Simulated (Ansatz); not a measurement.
CH$_{9}$BSi$_{3}$ (`[SiH3][Si]1([SiH3])BC1`) at its PBE0-D4/def2-TZVP geometry, where that method's forces vanish. Total charge 0; spin multiplicity 1.

| atom | x (Å) | y (Å) | z (Å) |
| --- | --- | --- | --- |
| Si1 | 1.7221 | 0.8174 | -1.3063 |
| Si2 | -0.0685 | -0.2595 | -0.2678 |
| Si3 | -2.0025 | 0.9906 | 0.0259 |
| B4 | 0.1948 | -2.0892 | 0.2759 |
| C5 | 0.1460 | -1.2420 | 1.5037 |
| H6 | 1.3554 | 1.1722 | -2.7047 |
| H7 | 2.0886 | 2.0696 | -0.5892 |
| H8 | 2.9049 | -0.0838 | -1.3307 |
| H9 | -2.9238 | 0.2315 | 0.9149 |
| H10 | -2.6674 | 1.2315 | -1.2822 |
| H11 | -1.7072 | 2.3090 | 0.6496 |
| H12 | 0.8224 | -3.0411 | -0.0553 |
| H13 | 0.9222 | -1.2670 | 2.2673 |
| H14 | -0.7869 | -0.8393 | 1.8987 |

(1) For each bond, give half the difference of the two atoms' forces along it (eV/Å; positive pushes the atoms apart) under PBE-D4, r2SCAN-D4, B3LYP-D4, ωB97M-V in def2-TZVPP. (An estimate is asked.)

## Answers

(1) Ansatz gave: 
| bond | length (Å) | PBE-D4 | r2SCAN-D4 | B3LYP-D4 | ωB97M-V |
| --- | --- | --- | --- | --- | --- |
| Si1–Si2 | 2.333 | -0.09 | -0.01 | 0.03 | 0.07 |
| Si1–H6 | 1.489 | 0.09 | -0.02 | -0.07 | -0.10 |
| Si1–H7 | 1.489 | 0.09 | -0.01 | -0.07 | -0.12 |
| Si1–H8 | 1.487 | 0.09 | -0.02 | -0.07 | -0.11 |
| Si2–Si3 | 2.322 | -0.08 | -0.02 | 0.07 | 0.07 |
| Si2–B4 | 1.927 | 0.11 | 0.09 | 0.08 | 0.03 |
| Si2–C5 | 2.037 | 0.16 | 0.08 | 0.16 | 0.02 |
| Si3–H9 | 1.488 | 0.10 | -0.01 | -0.07 | -0.11 |
| Si3–H10 | 1.487 | 0.10 | -0.02 | -0.07 | -0.11 |
| Si3–H11 | 1.488 | 0.08 | -0.01 | -0.07 | -0.11 |
| B4–C5 | 1.493 | 0.03 | 0.05 | 0.09 | 0.07 |
| B4–H12 | 1.187 | 0.03 | -0.07 | -0.12 | -0.12 |
| C5–H13 | 1.089 | 0.10 | 0.00 | -0.08 | -0.09 |
| C5–H14 | 1.090 | 0.12 | -0.06 | -0.10 | -0.04 |

B3LYP here is the variant with VWN-RPA as its local correlation; programs differ in this.
